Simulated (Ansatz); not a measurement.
`CO/C(F)=[CH]/[AlH2]` → Al• + 3 C• + F• + 6 H• + O•  (atomization)

Program: Ansatz. Geometries: PBE0-D4/def2-TZVP. ΔE: electronic, gas phase. CCSD(T)/CBS adds triple-zeta CCSD(T) − MP2 to the extrapolated MP2 energy (def2 sets, frozen cores). This one scheme is used for every species, atoms too. Functionals use def2-TZVPP. No spin–orbit coupling; open shells (•) take unrestricted orbitals. Spin–orbit coupling would lower the free atoms: a little for Al, C, F, O. Each species was taken in one conformer, which may not be the lowest.

| level | ΔE (kcal/mol) |
| --- | --- |
| PBE-D4 | 1102.2 |
| CCSD/def2-TZVPP | 1025.8 |

Task: What does CCSD(T)/CBS give? (An estimate is asked.)

Result: Computed: +1071.4 kcal/mol. The listed levels differ from it by 30.8, -45.6 kcal/mol.

Largest T1 diagnostic among the species: 0.018.

The D4 term adds +8.4 kcal/mol with B3LYP and +4.4 kcal/mol with PBE0; it sums over pairs of atoms, weighted by their polarisabilities, and B3LYP, whose exchange is more repulsive, gets the larger term. From PBE to PBE0 (25 % exact exchange), in def2-TZVPP and without D4, ΔE moves by −24.8 kcal/mol: exact exchange takes away binding that semilocal exchange gives to molecules.

B3LYP here is the variant with VWN-RPA as its local correlation; programs differ in this.

For atomizations the MP2-based limit and the directly extrapolated one differ by several kJ/mol either way, and by 10 to 25 for some Ge, Se and Sn compounds, so smaller differences from it don't rank the levels.
